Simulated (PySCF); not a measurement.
Harmonic spectrum computed at PBE0 in the def2-TZVP basis family (core potentials from Rb on, PySCF, no spin–orbit coupling):

```csv
ω (cm⁻¹),IR (km/mol)
184,17.5
368,85.0
1059,152
```

Question: Which molecule gave it? In each, all ligands are bound to the one heavy central atom.
A. ClZrN (singlet)
B. ClSiN (singlet)
C. ClTiN (singlet)
D. ClWN (triplet)
E. ClSnN (singlet)

Answer: A. It has Cs symmetry with Zr–Cl 2.410 Å, Zr–N 1.689 Å.
